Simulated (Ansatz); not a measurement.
Mulliken charges of C$_{2}$H$_{2}$F$_{3}$I (`FC(F)(F)CI`) from B3LYP/def2-TZVPP in Ansatz (PBE0-D4/def2-TZVP geometry).

```csv
atom,x (Å),y (Å),z (Å),charge (e)
F1,-0.628,-1.042,1.244,-0.172
C2,0.244,-0.664,0.309,0.509
F3,1.417,-0.450,0.904,-0.172
F4,0.404,-1.700,-0.531,-0.178
C5,-0.233,0.531,-0.476,-0.277
I6,-0.533,2.255,0.726,-0.003
H7,-1.182,0.289,-0.948,0.147
H8,0.510,0.780,-1.229,0.147
```

Task: By hand: the dipole of these point charges (1 e Å = 4.8032 D).

Result: Σ q r = (-0.116, 0.225, -0.308) e Å, of length 0.399 e Å = 1.92 D.

Task: How does the dipole of the full density compare? (Estimate.)

Result: Ansatz gave: (-0.100, 0.166, -0.314) e Å, 1.77 D; the point charges give 1.08 times that, at 8° from its direction.

Point charges leave out the atoms' own dipoles, such as those of lone pairs, and Mulliken's split depends on the basis, so the close match here is no proof of good charges.

B3LYP here is the variant with VWN-RPA as its local correlation; programs differ in this.
